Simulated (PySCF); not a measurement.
Gas-phase reaction: 3 GeH3 + 3 C2H5 → 3 CH3GeH3 + C3H6 (cyclic)

Energies from PySCF (xtb for GFN2), thermal terms from the rigid-rotor harmonic-oscillator model, ideal gas at 1 bar. S°(298 K) at PBE0/def2-TZVP differs from the NASA 1993 table for C2H5 (+9 J/mol/K); whether the harmonic model or the table's entry is off was not settled. † marks an energy on the PBE0/def2-TZVP geometry and frequencies; other levels use their own. CCSD(T) freezes the core. Open shells (unrestricted): GeH3 (multiplicity 2), C2H5 (multiplicity 2); the rest are closed-shell singlets. GFN2 has no spin-polarisation term. B3LYP is the form with VWN-RPA correlation. Ge: all electrons, no relativistic terms. GeH3: computed as isolated molecules; such fragments, hydroxides, amides, oligomers or adducts are transient or little studied in the gas. CCSD(T) isn't extrapolated to the basis-set limit; its ΔH°(298 K) is -810.8 kJ in def2-SVP and -862.5 kJ in def2-TZVPP. The harmonic model lacks anharmonicity and excited electronic states, which grow with temperature; levels with a mode under 35 cm⁻¹ are left out. Internal rotation in C2H5, CH3GeH3 is treated as a harmonic vibration of one conformer, which makes the entropy rough.

```tsv
level	ΔE electronic, kJ	ΔH°(298 K), kJ	ΔS°(298 K), J/K	ΔG°(1000 K), kJ
B3LYP/def2-TZVP†	-822	-782	-413	-367
CCSD(T)/def2-TZVPP†	-902	-862	-413	-447
GFN2-xTB	-1034	-980	-421	-556
PBE/def2-SVP	-867	-828	-412	-416
PBE/def2-TZVP†	-860	-821	-413	-406
PBE0/def2-QZVP†	-852	-813	-413	-397
PBE0/def2-TZVP	-856	-816	-413	-401
r2SCAN/def2-TZVP†	-816	-777	-413	-361
ωB97X-V/def2-TZVP†	-919	-879	-413	-464
```
ΔH° is lowest at GFN2-xTB and highest at r2SCAN/def2-TZVP†. No reference value is set beside these.
